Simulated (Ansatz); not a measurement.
C6H4, SMILES `[c]1cc[c]cc1` (triplet; the order of the spin states depends on the level) (charge 0, multiplicity 3). This triplet lies 0.57 eV below the relaxed singlet at the level B3LYP/cc-pVTZ // B3LYP-D3(BJ)/def2-TZVP (Ansatz, an electronic-structure program); other levels give the other order.

Level of theory: PBE/cc-pVTZ // B3LYP-D3(BJ)/def2-TZVP (Ansatz).

Ansatz 0.2 input:
```yaml
crystal:
  periodic: [false, false, false]
  atoms:
    - { symbol: C, position_ang: [-0.138257, 1.301252, -0.124525] }
    - { symbol: C, position_ang: [-1.295696, 0.564058, -0.077576] }
    - { symbol: C, position_ang: [-1.148021, -0.825822, 0.055425] }
    - { symbol: C, position_ang: [0.138259, -1.301248, 0.124527] }
    - { symbol: C, position_ang: [1.295698, -0.564058, 0.077578] }
    - { symbol: C, position_ang: [1.14802, 0.825823, -0.055434] }
    - { symbol: H, position_ang: [-2.276566, 1.019747, -0.138993] }
    - { symbol: H, position_ang: [-2.011069, -1.47903, 0.100126] }
    - { symbol: H, position_ang: [2.276566, -1.01975, 0.139001] }
    - { symbol: H, position_ang: [2.011068, 1.479029, -0.100131] }
basis:
  gaussian: { orbitals: cc-pVTZ }
hamiltonian:
  xc: pbe
magnetization:
  spin_polarized: true
  initial_magnetization: 2
```

Output:

```
Functional definition: PBE
1224 factors; their error is unknown
mean field evaluation 1: about -6265.1847 eV, gradient 4.7e1 eV
mean field evaluation 2: about -6252.8827 eV, gradient 6.8e1 eV
mean field evaluation 4: about -6276.1979 eV, gradient 3.2e0 eV
mean field evaluation 8: about -6276.2159 eV, gradient 2.0e-1 eV
mean field evaluation 16: about -6276.2161 eV, gradient 4.5e-5 eV
mean field -6276.21606088 eV, -230.6466860653 hartree, gradient 4.4e-5 eV, S^2 2.006704; 0 other end points of the search recorded, 0 dependent functions left out
reference -6276.21609551 eV, -230.6466873378 hartree; 21, 19 occupied and 215, 217 virtual orbitals, 1224 factors
Total energy: -6276.21609551 eV, -230.6466873378 hartree
```
